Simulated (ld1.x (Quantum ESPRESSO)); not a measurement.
**How hard is this P RRKJ potential?**

* Element: phosphorus (P)
* Generator: ld1.x (Quantum ESPRESSO) 7.5
* Type: norm-conserving RRKJ (Kleinman–Bylander form)
* Functional: LDA (PZ)
* Relativity: scalar-relativistic
* Frozen core: [Ne]
* Valence charge: 5
* Reference configuration: 3s1.5 3p3.5
* Partial waves: 3p (bound): rc 1.50 bohr; 3d channel at -0.1 Ry: rc 1.50 bohr; 3s (bound): rc 1.50 bohr
* Local potential: the s channel
* Core correction: Bessel-smoothed model core, default radius (core density twice the valence density)
* rho0: 0.001

The pseudo-atom Hamiltonian at the reference potential is diagonalised in spherical Bessel functions j_l(qr) that vanish at 20 bohr, with q² up to the cutoff. All-electron valence levels (Ry): 3p -0.4326, 3s -1.0571.

Task: How do the lowest levels (Ry) of each channel move with the cutoff, and are there ghosts?

Result:

```json
{"cutoff (Ry)": "8", "p #1": "-0.4265", "d #1": "0.0655", "d #2": "0.1427", "s #1": "-0.9728", "f #1": "0.1154", "Σ f·Δε (mRy)": "148.1"}
{"cutoff (Ry)": "10", "p #1": "-0.4294", "d #1": "0.0654", "d #2": "0.1420", "s #1": "-1.0059", "f #1": "0.1154", "Σ f·Δε (mRy)": "88.3"}
{"cutoff (Ry)": "15", "p #1": "-0.4299", "d #1": "0.0652", "d #2": "0.1407", "s #1": "-1.0438", "f #1": "0.1154", "Σ f·Δε (mRy)": "29.7"}
{"cutoff (Ry)": "18", "p #1": "-0.4304", "d #1": "0.0651", "d #2": "0.1400", "s #1": "-1.0518", "f #1": "0.1154", "Σ f·Δε (mRy)": "15.9"}
{"cutoff (Ry)": "21", "p #1": "-0.4310", "d #1": "0.0650", "d #2": "0.1396", "s #1": "-1.0527", "f #1": "0.1154", "Σ f·Δε (mRy)": "12.4"}
{"cutoff (Ry)": "30", "p #1": "-0.4322", "d #1": "0.0649", "d #2": "0.1389", "s #1": "-1.0532", "f #1": "0.1154", "Σ f·Δε (mRy)": "7.4"}
{"cutoff (Ry)": "35", "p #1": "-0.4324", "d #1": "0.0649", "d #2": "0.1386", "s #1": "-1.0545", "f #1": "0.1154", "Σ f·Δε (mRy)": "4.8"}
{"cutoff (Ry)": "40", "p #1": "-0.4325", "d #1": "0.0648", "d #2": "0.1385", "s #1": "-1.0558", "f #1": "0.1154", "Σ f·Δε (mRy)": "2.5"}
{"cutoff (Ry)": "45", "p #1": "-0.4326", "d #1": "0.0648", "d #2": "0.1385", "s #1": "-1.0564", "f #1": "0.1154", "Σ f·Δε (mRy)": "1.4"}
{"cutoff (Ry)": "55", "p #1": "-0.4326", "d #1": "0.0648", "d #2": "0.1384", "s #1": "-1.0570", "f #1": "0.1154", "Σ f·Δε (mRy)": "0.3"}
{"cutoff (Ry)": "60", "p #1": "-0.4326", "d #1": "0.0648", "d #2": "0.1384", "s #1": "-1.0570", "f #1": "0.1154", "Σ f·Δε (mRy)": "0.3"}
{"cutoff (Ry)": "400", "p #1": "-0.4326", "d #1": "0.0648", "d #2": "0.1384", "s #1": "-1.0571", "f #1": "0.1154", "Σ f·Δε (mRy)": "0.0"}
```

Result: no extra level below or beside the all-electron valence levels (p, d, s, f tested); 10 mRy is reached at 25 Ry and 1 mRy at 50 Ry.
